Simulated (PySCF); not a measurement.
Compound: C₆H₁₃NSi.
Atom-mapped SMILES: `[CH2:1]=[C:2]([CH3:3])[C@@H:4]1[CH2:5][CH2:6][SiH2:7][NH:8]1`

Probes without a nucleus sit at each ring's centroid and 1 Å off its mean plane on both sides; NICS is minus the shielding there, NICSzz its component along the normal. Level: GIAO PBE0/pcSseg-1 (PySCF, non-relativistic, gas phase) on the GFN2-xTB geometry, one conformer.

Ring bond lengths (Å), with Mayer bond orders in brackets: C4–C5 1.538 (0.99), C5–C6 1.526 (1.04), C6–Si7 1.900 (0.91), Si7–N8 1.709 (1.01), N8–C4 1.449 (0.95).

Q: Give the NICS values of each ring in ppm.

A: 
```tsv
ring	type	NICS(0)	NICS(1), two faces	NICS(1)zz, two faces	rms pucker (Å)	centre to ring atoms, mean (Å)
C4–C5–C6–Si7–N8	5-membered ring with N and Si; formal bonds all single	-6.6	-3.7 / -2.9	-2.6 / -2.6	0.16	1.36
```

Q: What can be read from them?

A: 
- C4–C5–C6–Si7–N8: mean NICS(1)zz -2.6 ppm, near zero. C4, C5, C6, Si7 have four or more neighbours; no verdict on aromaticity is drawn.

Q: What is the mean of the two in-plane components of NICS at the second NICS(1) probe listed for ring C4–C5–C6–Si7–N8, 1 Å off the ring?

A: The isotropic value is a third of the trace: (3 × -2.9 − (-2.6))/2 = -3.0 ppm.

Q: Give the inner angles of the rings and the Hirshfeld charges of the ring atoms.

A: 
- C4–C5–C6–Si7–N8: C4 106.0° (+0.021 e), C5 108.6° (-0.069 e), C6 103.3° (-0.162 e), Si7 91.6° (+0.369 e), N8 116.7° (-0.237 e); sum 526.3° against 540° for a flat convex ring.

Time: 19 s of wall time; peak memory 1.0 GiB. Hardware: one thread of an AMD EPYC 9R45, shared host. This is the whole shielding run at PBE0/pcSseg-1, SCF included.
